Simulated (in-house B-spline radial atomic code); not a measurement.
Checks on a self-consistent run for Te²⁺, [Kr] 4d10 5s2 5p2. Level of theory: Dirac-Hartree-Fock, average of configuration, Fermi nucleus of rms radius 4.7423 fm; calculated with a B-spline radial code for spherical atoms.

| orbital | q | ε (Eh) | <1/r> | <r²> | small-component weight |
| --- | --- | --- | --- | --- | --- |
| 1s1/2 | 2 | -1176.65064 | 55.5739 | 0.00104766 | 0.036624 |
| 2s1/2 | 2 | -184.58096 | 12.965 | 0.0168379 | 0.0078313 |
| 2p1/2 | 2 | -172.48089 | 12.9083 | 0.0125288 | 0.0078161 |
| 2p3/2 | 4 | -162.35229 | 11.9516 | 0.0138129 | 0.0074382 |
| 3s1/2 | 2 | -38.84069 | 4.62674 | 0.11731 | 0.0023173 |
| 3p1/2 | 2 | -33.82391 | 4.52583 | 0.11251 | 0.0022498 |
| 3p3/2 | 4 | -31.88354 | 4.29401 | 0.120465 | 0.0021507 |
| 3d3/2 | 4 | -23.14324 | 4.13292 | 0.102109 | 0.0020193 |
| 3d5/2 | 6 | -22.74329 | 4.07277 | 0.104444 | 0.0019893 |
| 4s1/2 | 2 | -7.82581 | 1.81518 | 0.662175 | 0.00062318 |
| 4p1/2 | 2 | -6.01808 | 1.70078 | 0.73761 | 0.00056187 |
| 4p3/2 | 4 | -5.64645 | 1.63109 | 0.786738 | 0.00053432 |
| 4d3/2 | 4 | -2.69940 | 1.37776 | 1.07032 | 0.00039969 |
| 4d5/2 | 6 | -2.64152 | 1.3581 | 1.0972 | 0.00039099 |
| 5s1/2 | 2 | -1.36191 | 0.638723 | 4.56818 | 0.00010242 |
| 5p1/2 | 0.66667 | -1.00193 | 0.549624 | 6.05512 | 7.7692e-05 |
| 5p3/2 | 1.3333 | -0.96349 | 0.530112 | 6.44011 | 7.3157e-05 |

Electron-electron repulsion V_ee = 2492.4164 hartree.

Q: What total energy follows from the eigenvalues?

A: The eigenvalues count the repulsion twice, so E = Σqε - V_ee = -4300.327 - 2492.416 = -6792.743 hartree; the run printed -6792.743.

Q: Does the Dirac virial theorem hold?

A: For a point nucleus E = -2c²Σq·w, with w the small-component weight. Here Σq·w = 0.18085 and c = 137.0360, so the ratio E/(-2c²Σq·w) is 1.000057; the finite nucleus accounts for the departure from 1.

Q: What diamagnetic shielding (Lamb formula) and susceptibility (Langevin formula) do the radii give?

A: σ = (α²/3)Σq<1/r> = 316.717/(3·137.036²) = 5621.9 ppm, and χ = -0.79199×10⁻⁶·Σq<r²> = -32.21×10⁻⁶ cm³/mol with Σq<r²> = 40.664 bohr². Both are non-relativistic formulas without the paramagnetism of open shells; for so heavy an element the full relativistic shielding is larger by tens of per cent.
